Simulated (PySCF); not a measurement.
C4H9N3OSi2.
SMILES with atom numbers: `[CH3:1][SiH2:2][c:3]1[n:4][cH:5][n:6][n:7][c:8]1[O:9][SiH3:10]`

Cartesian coordinates in Å at the GFN2-xTB level; atoms count from 1:
```xyz
19
C4H9N3OSi2 angstrom
C     -2.7659   -0.5966    1.7344
Si    -1.0552   -1.0602    1.0725
C     -0.4298    0.3898    0.0293
N     -1.1306    1.4906   -0.1508
C     -0.5706    2.4360   -0.9085
N      0.6042    2.3669   -1.4854
N      1.3229    1.2831   -1.3232
C      0.8385    0.3011   -0.5863
O      1.5612   -0.7879   -0.4240
Si     3.0622   -0.9782   -1.1091
H     -3.4621   -0.4036    0.9228
H     -2.7214    0.3023    2.3431
H     -3.1768   -1.3945    2.3453
H     -0.0763   -1.2625    2.1462
H     -1.0969   -2.2309    0.1892
H     -1.1377    3.3432   -1.0628
H      2.9419   -0.9236   -2.5605
H      3.3207   -2.3127   -0.5840
H      3.9619    0.0470   -0.5957
```

Probes without a nucleus sit at each ring's centroid and 1 Å off its mean plane on both sides; NICS is minus the shielding there, NICSzz its component along the normal. Level: GIAO PBE0/pcSseg-1 (PySCF, non-relativistic, gas phase) on the GFN2-xTB geometry, one conformer.

Ring bond lengths (Å), with Mayer bond orders in brackets: C3–N4 1.317 (1.50), N4–C5 1.335 (1.38), C5–N6 1.311 (1.53), N6–N7 1.311 (1.32), N7–C8 1.320 (1.43), C8–C3 1.413 (1.16).

Q: Give the NICS values of each ring in ppm.

A: 
| ring | type | NICS(0) | NICS(1), two faces | NICS(1)zz, two faces | rms pucker (Å) | centre to ring atoms, mean (Å) |
| --- | --- | --- | --- | --- | --- | --- |
| C3–N4–C5–N6–N7–C8 | 6-membered ring with 3 N; formal bonds all aromatic | -3.6 | -10.3 / -10.3 | -24.6 / -24.6 | 0.00 | 1.33 |

Q: What do they say, and how far can they be read as aromaticity?

A: 
- C3–N4–C5–N6–N7–C8: mean NICS(1)zz -24.6 ppm, shielded, aromatic by this magnetic criterion (flat ring, no four-coordinate atom). NICS(0) lies 7 ppm above the mean NICS(1).

Q: How equal are the bonds by HOMA? HOMA = 1 − mean of α(R − Ropt)² over the ring bonds, with Krygowski's 1993 parameters (CC: Ropt 1.388 Å, α 257.7 Å⁻²; CN: Ropt 1.334 Å, α 93.52 Å⁻²; NN: Ropt 1.309 Å, α 130.33 Å⁻²).

A: 
- C3–N4–C5–N6–N7–C8: HOMA 0.96; the largest term is that of C8–C3, α(R − Ropt)² = 0.16. The geometric and the magnetic index point the same way.

Q: At the second NICS(1) probe listed for ring C3–N4–C5–N6–N7–C8, 1 Å off the ring, how large is the induced field along the normal in 9.4 T applied along it?

A: NICSzz × B0 = -24.6 ppm × 9.4 T = -231 μT, against the applied field.
